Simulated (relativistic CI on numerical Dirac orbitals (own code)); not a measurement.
# Forbidden lines of Pb⁴⁴⁺

Computed by Dirac-Coulomb-Breit CI, orbitals from a KLI potential per configuration, model QED (radiative potential, 1s self-energy scaled to tabulated hydrogen-like ionisation energies), unscaled Slater integrals (own radial code, finite nucleus).

Configurations in the expansion (outside the closed core [Ar] 3d10): 4s²4p⁶4d², 4s²4p⁶4d4f, 4s²4p⁵4d³, 4s4p⁶4d³, 4s²4p⁵4d²4f, 4s4p⁶4d²4f, 4s²4p⁶4d5s, 4s²4p⁶4f5s, 4s²4p⁶4d5p, 4s²4p⁶4d5d, 4p⁶4d³4f, 4s²4p⁵4d²5s, 4s²4p⁶4d5f, 4s4p⁶4d4f5s, 4s²4p⁶4d5g, 4s²4p⁶5s5p, 4s²4p⁵4d²5d, 4s4p⁶4d²5s, 4s²4p⁶4d6s, 4s²4p⁶4d6d, 4s²4p⁶4f², 4s²4p⁵4f³, 4s4p⁶4f³, 4p⁶4d⁴, 4p⁵4d⁵, 4p⁵4d⁴4f, 4s²4p⁶4f5p, 4s²4p⁵4f²5p, 4s4p⁶4f²5p, 4s²4p⁶5s², 4s²4p⁵4f5s², 4s4p⁶4f5s², 4s²4p⁶5p², 4s²4p⁵4f5p², 4s4p⁶4f5p², 4p⁶4d³5s, 4p⁵4d⁴5s, 4p⁵4d³4f5s, 4s4p⁶4d5s², 4s4p⁵4d4f5s², 4p⁶4d4f5s². Double excitations out of closed p, d and f shells are left out; levels of such configurations are missing from the list, as are those of other unlisted configurations, and high levels can miss mixing partners. These lack a partner that the ground configuration has and come out too high: 4s²4p⁵4d²5s, 4s²4p⁵4d²5d, 4s4p⁶4d²5s.

```tsv
λ vac (nm)	Lower	Upper	Type	A (s⁻¹)	gf	Branching (%)
7.6792	4s²4p⁵4d³ ³G°5 [44]	4s²4p⁵4d³ ³I°6 [123]	M1	8.19e+05	9.41e-06	2.2
7.6987	4s²4p⁵4d³ ³I°7 [45]	4s²4p⁵4d³ ³I°6 [123]	M1	2.07e+07	2.39e-04	55.0
7.8678	4s²4p⁵4d³ ³P°1 [43]	4s²4p⁵4d³ ³P°0 [117]	M1	6.32e+06	5.87e-06	16.8
8.0267	4s²4p⁵4d³ ³H°6 [53]	4s²4p⁵4d³ ³I°6 [123]	M1	1.04e+07	1.31e-04	27.6
8.2512	4s²4p⁵4d³ ³D°1 [52]	4s²4p⁵4d³ ³P°0 [117]	M1	1.31e+07	1.34e-05	34.9
8.4851	4s²4p⁵4d³ ³G°5 [60]	4s²4p⁵4d³ ³I°6 [123]	M1	1.36e+06	1.90e-05	3.6
9.1176	4s²4p⁵4d³ ³P°1 [66]	4s²4p⁵4d³ ³P°0 [117]	M1	3.15e+06	3.92e-06	8.4
9.7114	4s²4p⁵4d³ ³S°1 [74]	4s²4p⁵4d³ ³P°0 [117]	M1	6.66e+06	9.41e-06	17.7
28.264	4s²4p⁶4d² ³P1 [5]	4s²4p⁶4d² ¹S0 [9]	M1	6.85e+05	8.20e-06	99.5
34.731	4s²4p⁶4d² ³F2 [1]	4s²4p⁶4d² ³P2 [4]	M1	1.44e+05	1.30e-05	99.6
35.540	4s²4p⁶4d² ³F3 [3]	4s²4p⁶4d² ³F4 [7]	M1	3.11e+05	5.29e-05	78.2
35.873	4s²4p⁵4d³ ⁵G°5 [38]	4s²4p⁵4d³ ³H°6 [73]	M1	2.05e+05	5.13e-05	38.2
36.680	4s²4p⁶4d² ³P2 [4]	4s²4p⁶4d² ¹D2 [8]	M1	2.52e+05	2.54e-05	59.3
37.667	4s²4p⁵4d³ ³H°6 [23]	4s²4p⁵4d³ ³I°7 [45]	M1	1.02e+05	3.24e-05	99.7
38.591	4s²4p⁶4d² ³P1 [5]	4s²4p⁶4d² ¹D2 [8]	M1	1.09e+05	1.22e-05	25.7
38.654	4s²4p⁵4d³ ⁵G°6 [39]	4s²4p⁵4d³ ³H°6 [73]	M1	2.20e+05	6.39e-05	41.0
39.925	4s²4p⁶4d² ³F2 [1]	4s²4p⁶4d² ³F3 [3]	M1	2.95e+05	4.93e-05	100.0
42.633	4s²4p⁵4d³ ³H°6 [23]	4s²4p⁵4d³ ⁵G°6 [39]	M1	1.71e+05	6.06e-05	67.1
43.469	4s²4p⁶4d² ¹G4 [6]	4s²4p⁶4d² ³F4 [7]	M1	8.64e+04	2.20e-05	21.8
45.881	4s²4p⁶4d² ³P0 [2]	4s²4p⁶4d² ³P1 [5]	M1	1.31e+05	1.24e-05	86.5
```

Terms are leading LS components. Brackets give the number of a level in order of energy, since labels repeat. The list gives strong lines, with weight on those to low levels, among the lowest 400 of 8130 levels, so that lines to higher ones, which can be the strongest, are missing. Levels whose partners in the same complex of configurations lie outside the list can be far off, and so can their lines. Rates are taken at the computed energies, electric ones in the length gauge.

At this charge energies of transitions that change n are usually good to better than 1 %, and those within a shell (Δn = 0) to a few per cent.

LS names give the leading component of a level, which can be under half, so a name can repeat, a term be missing and a line seem to break the LS rules.
